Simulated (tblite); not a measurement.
Isomers of C5H11OPS. Level: GFN2-xTB in tblite, geometry and Hessian alike; calculated harmonic values, unscaled, isolated species. The method is semi-empirical: single wavenumbers can be off by several per cent or more. Modes of hydrogen on phosphorus can be 10 to 20 % off. One conformer each.

Electronic energies: GFN2-xTB at the same geometries; isomer energies are rough at this level and their order can be wrong.

```csv
SMILES,"electronic energy, lowest = 0 (kJ/mol)"
CO[C@@H]1CCC[P@H]1=S,0.0
OCP1CCSCC1,119.0
CSCP1(=O)CCC1,5.5
```

Question: How do GFN2-xTB zero-point energies change the relative energies?

Answer: 
```
              SMILES  ZPE (kJ/mol)  of it from modes above 1550 cm⁻¹  electronic (kJ/mol)  with ZPE, lowest = 0 (kJ/mol)  lowest mode (cm⁻¹)  rings
CO[C@@H]1CCC[P@H]1=S         400.8                             189.7                  0.0                            0.0                  52      1
       CSCP1(=O)CCC1         397.5                             198.0                  5.5                            2.2                  36      1
          OCP1CCSCC1         400.0                             197.1                119.0                          118.3                  61      1
```

The zero-point energies span 3.3 kJ/mol, from `CSCP1(=O)CCC1` to `CO[C@@H]1CCC[P@H]1=S`. The order is unchanged.

Question: What do entropy and thermal enthalpy add at 298.15 K and 1 bar (rigid rotor, harmonic oscillator, one conformer each)?

Answer: 
```
              SMILES  point group  symmetry number  S (J/(mol K))  H − H(0) (kJ/mol)  ZPE + H − H(0) − TS (kJ/mol)
CO[C@@H]1CCC[P@H]1=S           C1                1          398.3              26.97                         309.0
       CSCP1(=O)CCC1           C1                1          420.7              29.53                         301.6
          OCP1CCSCC1           C1                1          401.9              27.80                         308.0
```
